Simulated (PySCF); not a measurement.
H4O2SeSi.
Geometry (PBE0-D3(BJ)/def2-SVP, Å), atoms numbered from 1 in this order:
```xyz
8
H4O2SeSi angstrom
O     -0.726    1.568    0.275
Si    -0.179    0.020    0.409
O     -1.307   -0.991   -0.261
Se     1.751   -0.375   -0.753
H     -0.838    1.907   -0.619
H      0.045   -0.189    1.859
H     -1.062   -1.915   -0.369
H      2.581    0.262    0.282
```

Level of theory: delta-SCF UKS SCAN, pcX-2 on the ionised atom, pcseg-1 elsewhere, spin-free X2C (PySCF 2.14.0). Each 1s hole has a ground state of its own, since the core basis sits on the ionised atom alone.

```csv
ionised atom,basis functions,E(ground) (Eh),E(ionised) (Eh)
O1,124,-2866.55122,-2846.74934
Si2,135,-2866.59022,-2798.66499
```

**Question.** What are the 1s binding energies?

**Answer.** E(ionised) − E(ground), at 27.2114 eV a hartree:

```csv
atom,environment,difference (Eh),binding energy (eV)
O1,silanol oxygen,19.80188,538.84
Si2,oxygen-bound silicon,67.92523,1848.34
```

**Question.** How much do the ground-state energies differ, and what would follow from using one of them for all holes?

**Answer.** They run from -2866.5902 Eh (core basis on Si2) to -2866.5512 Eh (on O1), 0.0390 Eh or 1.06 eV apart, though the state is the same; only basis and grid differ. Pairing the ion of O1 with the ground state of Si2 would put its binding energy 1.06 eV too high.

Only 1s holes are shown. One atom of each set of topologically equivalent atoms was ionised and stands for the set; in this conformer not all members are related by symmetry, and their own values weren't computed. The structure is a single PBE0-D3(BJ)/def2-SVP conformer in the gas phase; no vibrational or solvent corrections.

On Arm Neoverse V1, one thread, no GPU, on a shared host, this took 11 s.
